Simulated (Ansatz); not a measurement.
SiHMe2Br (C₂H₇BrSi). The state is a singlet with charge 0. Geometry r2SCAN-D4/def2-SVP.

```xyz
11

Si    0.6314    0.0524    0.2428
H     1.2665    0.8097    1.3611
C    -0.0941    1.2240   -1.0199
H     0.6739    1.9036   -1.4199
H    -0.8887    1.8360   -0.5606
H    -0.5321    0.6681   -1.8641
C    -0.6343   -1.1564    0.8986
H    -0.1818   -1.8551    1.6190
H    -1.0734   -1.7470    0.0790
H    -1.4493   -0.6163    1.4095
Br    2.2818   -1.1189   -0.7456
```

The 6-31G sets use Cartesian d functions. B3LYP takes the VWN-RPA correlation.

Estimate the orbital energies around the gap (eV) in Ansatz with HF/6-31G, revPBE-D4/def2-TZVP, r2SCAN-D4/def2-TZVP, B3LYP-D4/6-31G, PBE0-D4/def2-SVP.


```csv
orbital,HF/6-31G,revPBE-D4/def2-TZVP,r2SCAN-D4/def2-TZVP,B3LYP-D4/6-31G,PBE0-D4/def2-SVP
HOMO−13,-84.91,-66.96,-68.28,-69.36,-71.91
HOMO−12,-27.72,-19.00,-19.89,-21.12,-21.33
HOMO−11,-26.35,-17.61,-18.54,-19.64,-19.83
HOMO−10,-25.87,-17.09,-18.03,-19.08,-19.25
HOMO−9,-18.68,-12.17,-12.66,-13.96,-13.93
HOMO−8,-16.08,-10.41,-10.87,-11.86,-12.00
HOMO−7,-15.91,-10.30,-10.74,-11.70,-11.88
HOMO−6,-15.43,-9.90,-10.33,-11.28,-11.44
HOMO−5,-15.33,-9.83,-10.25,-11.18,-11.36
HOMO−4,-13.17,-8.34,-8.74,-9.56,-9.63
HOMO−3,-12.92,-8.22,-8.60,-9.37,-9.60
HOMO−2,-12.35,-8.08,-8.45,-9.33,-9.49
HOMO−1,-10.92,-6.76,-7.14,-7.66,-7.95
HOMO,-10.91,-6.76,-7.14,-7.66,-7.95
LUMO,3.68,-0.31,-0.03,0.18,0.77
LUMO+1,4.84,0.35,0.91,1.67,1.60
LUMO+2,5.25,0.47,1.02,1.75,1.82
LUMO+3,6.72,1.21,1.65,2.88,2.46
LUMO+4,6.93,1.49,2.00,3.29,3.15
LUMO+5,6.97,1.82,2.37,3.61,3.38
```
